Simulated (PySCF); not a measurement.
# Structure elucidation problem

The spectra below were simulated for a compound C$_{4}$H$_{8}$F$_{2}$O$_{2}$Si.

¹H NMR (400 MHz, computed): δ 6.44 (m, 1H), 5.19 (m, 1H), 4.90 (m, 1H), 4.88 (m, 1H), 4.32 (m, 1H), 4.26 (m, 1H), 2.40 (m, 1H), 1.91 (m, 1H).

¹³C{¹H} NMR (computed): δ 124.3, 73.9, 63.7, 31.8.

Computational details: shielding tensors at PBE0/pcSseg-1 (GIAO), geometry from GFN2-xTB, in PySCF 2.14.0 with density-fitted response routines (non-relativistic, a single conformation, isolated molecule).

Shifts are taken against calculated references (same method and geometry level): ¹H (σ = 31.72 ppm), ¹³C (σ = 186.93 ppm) vs TMS.

Task: Propose a structure and justify it.

Result: 
1. Rings plus π bonds: 1 (1 ring in the answer).
2. 4 carbon signals for 4 carbons: no two carbons are equivalent.
3. Carbon types of the structure: 2 × CH, 2 × CH2, leaving 2 H on heteroatoms.
4. δC 124.3: sp3 CH bonded to 2 F; 2 electronegative neighbours deshield it.
5. δC 73.9: sp3 CH bonded to O; the inductive effect lowers its shielding.
6. δC 63.7: sp3 CH2 bonded to O; the inductive effect lowers its shielding.
7. δC 31.8: sp3 CH2 in a ring; aliphatic region, no heteroatom directly attached.
8. δH 6.44: hydrogen on an sp3 CH bonded to 2 F; its carbon carries F, which withdraws density.
9. δH 4.90, 4.26: hydrogen on an sp3 CH2 bonded to O; its carbon carries O, an electronegative neighbour.
10. δH 4.32: hydrogen on an sp3 CH bonded to O; its carbon carries O, hence the downfield position.

The compound is SMILES O1CC[C@H](C(F)F)O[SiH2]1.

The shifts were computed for this structure.

Splittings by ¹⁹F in the carbon and heteronuclear signals aren't shown, as no couplings were computed. Shifts are as computed. Against solution values, carbons near 30 ppm lie about +3 ppm off and those near 130 ppm about +5 ppm. Of 1211 compounds with measured shifts, 218 miss one by over three times the rms of a fit or turn the order of signals round; such compounds aren't used in these exercises. Multiplicities follow the n + 1 count of equivalent neighbours, as no J values were calculated; m marks all less simple cases, F and P coupling included.
